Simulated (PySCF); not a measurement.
A small calculation by hand: oscillator strength and radiative lifetime

C₃H₈OSi, SMILES OC1([SiH3])CC1.

Coordinates come from a B3LYP-D3(BJ)/def2-SVP optimisation. The structure was generated by enumeration, and PubChem lists no compound with its InChIKey, so it may never have been made. The values are those of a single conformer.

TDA-PBE/def2-SVPD in PySCF puts the first singlet state with f over 0.02 at 6.37 eV (vertical), with the transition dipole (-0.282, 0.119, 0.281) in atomic units.

Q: Find the oscillator strength, the wavelength and the radiative lifetime that this transition would have in vacuum if emission retraced absorption.

A: 
|μ|² = 0.1726 au, so |μ| = 1.06 D. ΔE = 6.37/27.211 = 0.2341 hartree. f = (2/3) ΔE |μ|² = 0.027 (the program prints 0.027).
λ = 1239.84/6.37 = 195 nm; ν = 51377 cm⁻¹.
Einstein's coefficient A = 0.6670 ν² f s⁻¹ (ν in cm⁻¹) = 4.7e7 s⁻¹, so τ = 1/A = 21 ns. This state is S2; the lower singlet has f = 0.001. The figure is the radiative limit of this one transition; relaxation, internal conversion, crossing to triplets and a medium change what is measured.
